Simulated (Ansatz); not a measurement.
Computed with Ansatz.

A structure relaxed at PBE0-D4/def2-TZVP, charge 0, multiplicity 1:

Cartesian coordinates in Å:
```
N -1.728 0.122 0.135
Sc 0.185 0.044 0.656
N 1.549 -0.166 -0.769
F 0.688 0.166 2.439
H -2.522 0.227 0.755
H -2.092 0.064 -0.808
H 1.367 -0.240 -1.763
H 2.552 -0.219 -0.646
```

(1) Give its formula and SMILES.

(2) Point group (tolerance 0.08 Å, 0.16 Å for H)?

(3) Summarise the bond lengths by kind.

Answers

(1) FH4N2Sc, `[NH2][Sc]([NH2])[F]`.

(2) C2v.

(3) 2 × N–Sc 1.984 Å; 4 × H–N 1.012 to 1.013 Å; 1 × F–Sc 1.857 Å.
